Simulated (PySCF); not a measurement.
# Energy of Xe⁺ (xenon, charge +1) between two integer charges

The 5p beta orbital of [Kr] 4d10 5s2 5p5 is emptied in steps (occupation f), with all orbitals relaxed, ending at [Kr] 4d10 5s2 5p4. Calculation: PySCF 2.14, in aug-cc-pVTZ-DK3 (8s7p5d2f, 68 functions); the spin-free X2C one-electron Hamiltonian (Gaussian nucleus). The exact energy is a straight line in f; departures are measured from the line between the end points of the same method.

```tsv
f	UHF (eV)	LDA (eV)	PBE (eV)	PBE0 (eV)	r2SCAN (eV)	LC-wPBE (eV)	BHandHLYP (eV)	wB97X (eV)	B3LYP (eV)
1	0.000	0.000	0.000	0.000	0.000	0.000	0.000	0.000	0.000
0.75	0.146	-0.871	-0.839	-0.597	-0.776	-0.075	-0.377	-0.172	-0.667
0.5	0.190	-1.164	-1.119	-0.794	-1.019	-0.098	-0.506	-0.245	-0.892
0.25	0.139	-0.874	-0.838	-0.594	-0.750	-0.071	-0.384	-0.199	-0.671
0	0.000	0.000	0.000	0.000	0.000	0.000	0.000	0.000	0.000
```

Q: For PBE, how does the orbital energy at f = 1 compare with the removal energy?

A: −ε = 16.585 eV against a total-energy difference of 21.059 eV. By Janak's theorem ε = ∂E/∂f, so the gap between them reflects the curvature. Along the path −ε is 18.820 (f = 0.75), 21.063 (f = 0.5), 23.299 (f = 0.25) eV.

```csv
method,E(f=0) − E(f=1) (eV),−ε at f=1 (eV),−ε at f=0.5 (eV)
UHF,20.069,20.868,20.051
LDA,21.384,16.756,21.375
PBE,21.059,16.585,21.063
PBE0,21.107,17.919,21.116
r2SCAN,21.103,16.923,21.176
LC-wPBE,21.178,20.768,21.189
BHandHLYP,21.076,19.079,21.059
wB97X,21.141,20.266,21.071
B3LYP,21.203,17.654,21.194
```

Reference removal energy between the ground levels: 20.975 eV (semi-empirical (NIST evaluation); NIST Atomic Spectra Database, ionization energies). The calculation has no spin-orbit coupling. UHF lacks correlation.
